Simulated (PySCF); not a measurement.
Si4H8.
Bonds: Si1–Si2, Si2–Si3, Si3–Si4, Si1–Si4. Hydrogens: H5, H6 on Si1; H7, H8 on Si2; H9, H10 on Si3; H11, H12 on Si4.

The same species was optimised twice, with GFN2-xTB and with PBE0-D3(BJ)/def2-SVP (PySCF), and the same property calculations (PySCF, gas phase) were run on both structures.

| coordinate | GFN2-xTB | PBE0-D3(BJ)/def2-SVP | change |
| --- | --- | --- | --- |
| Si1–H5 (Å) | 1.470 | 1.498 | +0.028 |
| Si3–H10 (Å) | 1.469 | 1.498 | +0.029 |
| Si3–H9 (Å) | 1.469 | 1.497 | +0.028 |
| Si2–H7 (Å) | 1.469 | 1.497 | +0.028 |
| Si2–H8 (Å) | 1.469 | 1.497 | +0.028 |
| Si4–H11 (Å) | 1.470 | 1.497 | +0.027 |
| Si1–H6 (Å) | 1.469 | 1.497 | +0.028 |
| Si4–H12 (Å) | 1.470 | 1.497 | +0.027 |
| Si1–Si2 (Å) | 2.356 | 2.374 | +0.018 |
| Si2–Si3 (Å) | 2.356 | 2.374 | +0.018 |
| Si1–Si4 (Å) | 2.356 | 2.375 | +0.019 |
| Si3–Si4 (Å) | 2.356 | 2.374 | +0.018 |
| H7–Si2–H8 (°) | 102.6 | 108.9 | +6.3 |
| H9–Si3–H10 (°) | 102.7 | 108.8 | +6.1 |
| H5–Si1–H6 (°) | 102.7 | 108.8 | +6.1 |
| H11–Si4–H12 (°) | 102.8 | 108.8 | +6.0 |
| Si4–Si3–H10 (°) | 116.3 | 113.8 | -2.5 |
| Si1–Si4–H11 (°) | 115.8 | 113.3 | -2.5 |
| Si2–Si3–H10 (°) | 116.3 | 113.8 | -2.5 |
| Si2–Si1–H5 (°) | 116.4 | 114.1 | -2.3 |

Rotational constants: A = 2623, B = 2620, C = 1387 MHz (GFN2-xTB) against A = 2580, B = 2580, C = 1374 MHz (PBE0-D3(BJ)/def2-SVP). Atoms that the bonding makes alike are paired by their places after alignment.

On the GFN2-xTB structure: lowest singlet, TDDFT (eV) 4.75 [CAM-B3LYP/def2-SVPD]; lowest triplet, Tamm–Dancoff (eV) 4.49 [CAM-B3LYP/def2-SVPD]; isotropic polarisability (au) 117.2 [CAM-B3LYP/def2-SVPD]; HOMO (eV) -8.79 [CAM-B3LYP/def2-SVPD]; LUMO (eV) -0.48 [CAM-B3LYP/def2-SVPD]; HOMO (eV) -7.74 [PBE0/pcSseg-1]; LUMO (eV) -1.59 [PBE0/pcSseg-1]; GIAO shielding of Si1/Si2/Si3/Si4 (mean) (ppm) 441.5 [PBE0/pcSseg-1]; Si1s of Si1 (eV) 1845.71 [delta-SCF UKS SCAN, pcX-2 on the ionised atom, pcseg-1 elsewhere, spin-free X2C]; Si2p of Si1 (eV) 106.29 [delta-SCF UKS SCAN, pcX-2 on the ionised atom, pcseg-1 elsewhere, spin-free X2C].

Q: What do these properties become on the PBE0-D3(BJ)/def2-SVP structure?

A: 
```csv
property,level,on GFN2-xTB,on PBE0-D3(BJ)/def2-SVP,change
"lowest singlet, TDDFT (eV)",CAM-B3LYP/def2-SVPD,4.75,4.90,+0.15
"lowest triplet, Tamm–Dancoff (eV)",CAM-B3LYP/def2-SVPD,4.49,4.64,+0.15
isotropic polarisability (au),CAM-B3LYP/def2-SVPD,117.2,120.3,+3.1
HOMO (eV),CAM-B3LYP/def2-SVPD,-8.79,-8.72,+0.07
LUMO (eV),CAM-B3LYP/def2-SVPD,-0.48,-0.28,+0.20
"energy, GFN2-xTB geometry as zero (kcal/mol)",CAM-B3LYP/def2-SVPD,0.0,-2.7,-2.7
HOMO (eV),PBE0/pcSseg-1,-7.74,-7.68,+0.06
LUMO (eV),PBE0/pcSseg-1,-1.59,-1.38,+0.21
"energy, GFN2-xTB geometry as zero (kcal/mol)",PBE0/pcSseg-1,0.0,-2.8,-2.8
GIAO shielding of Si1/Si2/Si3/Si4 (mean) (ppm),PBE0/pcSseg-1,441.5,436.1,-5.4
Si1s of Si1 (eV),"delta-SCF UKS SCAN, pcX-2 on the ionised atom, pcseg-1 elsewhere, spin-free X2C",1845.71,1845.77,+0.06
Si2p of Si1 (eV),"delta-SCF UKS SCAN, pcX-2 on the ionised atom, pcseg-1 elsewhere, spin-free X2C",106.29,106.31,+0.02
```

The heavy atoms differ by 0.018 Å rms after alignment. Among all bonds Si1–H5, Si1–H6, Si2–H7, Si2–H8, Si3–H9 and Si3–H10 change most and about equally (+0.028 to +0.029 Å). Changes are differences of the printed values. Neither structure is proved a minimum here.
